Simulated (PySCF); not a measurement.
Cl₄H₂Si₂, SMILES Cl[SiH2][Si](Cl)(Cl)Cl.

Coordinates come from a r2SCAN-D4/def2-SVP optimisation. One conformer was computed; it need not be the lowest.

Method: r2SCAN-D4/def2-SVP in PySCF 2.14.0.

Frequencies are harmonic and unscaled.

Computed harmonic wavenumbers and intensities:
| mode | ν (cm⁻¹) | IR (km/mol) | Raman (Å⁴/amu) | depolarisation | moving atoms (share of kinetic energy) |
|---|---|---|---|---|---|
| 1 | 35 | 0.9 | 0.4 | 0.75 | Cl 77 %, Si 17 % |
| 2 | 54 | 1.2 | 0.2 | 0.62 | Cl 94 % |
| 3 | 98 | 0.1 | 1.3 | 0.75 | Cl 50 %, Si 34 %, H 16 % |
| 4 | 133 | 0.4 | 4.2 | 0.64 | Cl 87 %, Si 13 % |
| 5 | 174 | 3.4 | 2.7 | 0.75 | Cl 85 %, Si 13 % |
| 6 | 183 | 7.0 | 3.9 | 0.63 | Cl 76 %, Si 23 % |
| 7 | 218 | 20.5 | 3.8 | 0.74 | Cl 53 %, Si 45 % |
| 8 | 367 | 7.6 | 17.2 | 0.02 | Cl 64 %, Si 33 % |
| 9 | 483 | 29.0 | 7.3 | 0.75 | H 73 %, Si 18 %, Cl 9 % |
| 10 | 532 | 122.2 | 1.9 | 0.46 | Si 58 %, Cl 40 % |
| 11 | 575 | 40.7 | 10.6 | 0.45 | Si 64 %, Cl 29 % |
| 12 | 603 | 153.2 | 1.9 | 0.35 | Si 67 %, Cl 31 % |
| 13 | 603 | 107.3 | 2.2 | 0.75 | Si 63 %, Cl 30 % |
| 14 | 690 | 20.4 | 16.1 | 0.75 | H 93 % |
| 15 | 818 | 184.7 | 8.0 | 0.66 | H 85 %, Si 14 % |
| 16 | 924 | 89.8 | 15.6 | 0.69 | H 96 % |
| 17 | 2234 | 61.7 | 229.5 | 0.06 | H 98 % |
| 18 | 2248 | 70.9 | 114.4 | 0.75 | H 95 % |
